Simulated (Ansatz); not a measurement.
Relaxation of GaH3N (5 atoms, charge 0, multiplicity 2), to a largest force component of 0.02 eV/Å in at most 50 steps.

Method: UKS PBE-D4/def2-SVP in Ansatz 0.2.0.

```xyz
5
Properties=species:S:1:pos:R:3
N 0.353 -1.035 0.503
Ga -0.024 0.548 -0.214
H 0.002 -1.938 0.787
H -1.309 0.732 -1.084
H 0.978 1.692 0.008
```

Problem. Where does it end, and by what steps?

Solution. The run converged. After 9 steps the energy has fallen by 0.165 eV; N1 moved furthest, 0.38 Å.

```tsv
step	energy less start (eV)	largest force component (eV/Å)	accepted
0	0.0000	0.619	yes
1	-0.0929	1.116	yes
2	-0.0494	1.800	no
3	-0.1329	0.196	yes
4	-0.1534	0.262	yes
5	-0.1532	0.744	no
6	-0.1619	0.144	yes
7	-0.1647	0.168	yes
8	-0.1652	0.034	yes
9	-0.1653	0.002	yes
```

```xyz
5
Properties=species:S:1:pos:R:3
N 0.359 -1.221 0.173
Ga -0.077 0.527 -0.215
H 0.068 -1.719 1.032
H -1.334 0.775 -1.135
H 0.984 1.638 0.145
```

Whether the end is a true minimum wasn't checked by a vibrational analysis.

Run time: 19 s on 1 thread of Arm Neoverse V2 (shared host), peak memory 0.13 GiB.
